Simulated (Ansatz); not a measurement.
Geometry optimisation, RHF/STO-3G (Ansatz).

The input (input.yaml):

```yaml
crystal:
  periodic: [false, false, false]
  atoms:
    - { symbol: C, position_ang: [-0.5927, -1.1396, 1.3387] }
    - { symbol: Si, position_ang: [0.5615, -0.227, 0.1994] }
    - { symbol: F, position_ang: [2.1039, -0.4586, 0.7499] }
    - { symbol: Al, position_ang: [0.4414, -1.0806, -1.9877] }
    - { symbol: Si, position_ang: [0.1055, 1.952, 0.1494] }
    - { symbol: Cl, position_ang: [-1.8574, 2.256, -0.5116] }
    - { symbol: H, position_ang: [-0.5254, -0.6797, 2.3566] }
    - { symbol: H, position_ang: [-0.3756, -2.1633, 1.3367] }
    - { symbol: H, position_ang: [-1.6701, -0.9212, 0.9957] }
    - { symbol: H, position_ang: [0.78064, -2.53958, -2.3136] }
    - { symbol: H, position_ang: [0.10296, 0.00751, -3.19023] }
    - { symbol: H, position_ang: [1.0591, 2.6496, -0.7213] }
    - { symbol: H, position_ang: [0.1888, 2.5329, 1.5093] }
basis:
  gaussian: { orbitals: STO-3G }
hamiltonian:
  xc: hf
relax:
  f_tol: 0.015
  max_steps: 40
output:
  orbitals: {}
```

Launched with:

```bash
$ ansatz run input.yaml --threads 1 --pin off --max-ram 2048MiB --backend cpu --events-out ev --progress --plain --runs-dir out
```

Question: Where does it end, and by what steps?

Answer: It converged. Limits of this set-up: minimal basis. After 36 steps the energy has fallen by 1.272 eV; H10 moved furthest, 2.39 Å. Joined: Al4–Cl6.

```
step  energy less start (eV)  largest force component (eV/Å)  accepted
   0                  0.0000                           4.225       yes
   2                 -0.8001                           0.941       yes
   4                 -0.8489                           0.315       yes
   6                 -0.8632                           0.071       yes
   8                 -0.8687                           0.297       yes
  10                 -0.8749                           0.082       yes
  12                 -0.8815                           0.261       yes
  14                 -0.8924                           0.216       yes
  16                 -0.8993                           0.096       yes
  18                 -0.9086                           0.211       yes
  20                 -0.9173                           0.261       yes
  22                 -0.9461                           0.519       yes
  24                 -1.1561                           0.520       yes
  26                 -1.1669                           1.347        no
  28                 -1.2663                           0.183       yes
  30                 -1.2697                           0.181       yes
  32                 -1.2713                           0.029       yes
  34                 -1.2722                           0.021       yes
  36                 -1.2723                           0.011       yes
```

```xyz
13
Properties=species:S:1:pos:R:3
C -0.186 -1.234 1.572
Si 0.670 -0.340 0.165
F 2.259 -0.344 0.559
Al 0.003 -0.587 -2.054
Si -0.032 1.848 0.216
Cl -0.727 1.715 -1.858
H 0.126 -0.867 2.542
H 0.032 -2.294 1.545
H -1.261 -1.127 1.512
H -1.264 -1.307 -2.278
H 1.061 -0.504 -3.079
H 0.854 2.965 0.168
H -1.213 2.265 0.901
```

The run took 4.7 min on 1 CPU thread of a shared host.
